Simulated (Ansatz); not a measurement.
A run for Ansatz (a program for electronic structure): SC-NEVPT2 on CASSCF(14,8)/cc-pVTZ on BrF, a point of a bond scan (R = 1.774 Å).

Ansatz 0.2 input:
```yaml
crystal:
  periodic: [false, false, false]
  atoms:
    - {symbol: Br, position_ang: [-0.00000000, -0.00000000, -0.36293761]}
    - {symbol: F, position_ang: [0.00000000, 0.00000000, 1.41142405]}
basis:
  gaussian:
    orbitals: cc-pVTZ
    pivot_positions_ang: [[-0.00000000, -0.00000000, -0.36293761], [0.00000000, 0.00000000, 1.41142405]]
magnetization: {spin_polarized: false}
correlation: {method: sc_nevpt2, electrons: outside_noble_gas, active_space: {window: {electrons: 14, orbitals: 8}}}
output: {orbitals: {seedname: ./end}}
```

Task: Give the final energy of this run.

Result: -2672.2455 hartree.
